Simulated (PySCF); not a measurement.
H5O4Si, SMILES O[Si](O)([OH2+])O, charge +1.

Geometry optimised at PBE0-D3(BJ)/def2-SVP. The isomer is the one that the SMILES or the coordinates give; other isomers of the formula were not compared. Other conformers were not sampled.

Two levels are set side by side: TDDFT-PBE/def2-SVPD (PySCF) and TDDFT-M06-2X/def2-SVPD (PySCF). Vertical, same geometry. The lowest singlet is HOMO→LUMO 100 % with PBE and HOMO→LUMO 79 % with the other functional; states are paired by order. Differences are taken from unrounded values.

```csv
quantity,TDDFT-M06-2X,TDDFT-PBE,TDDFT-PBE minus TDDFT-M06-2X
lowest singlet excitation (eV),8.72,6.80,-1.92
lowest triplet excitation (TDA) (eV),8.39,6.66,-1.73
first bright state (f over 0.05) (eV),9.30,8.73,-0.57
its oscillator strength,0.06,0.06,-0.01
```

Functionals without exact exchange tend to place singlet excitations lower, as here. Differences between two approximate levels are no errors against the true value.

Rough cost on one machine, each run with all the roots and properties that it gave: TDDFT-M06-2X against TDDFT-PBE about 20 times.
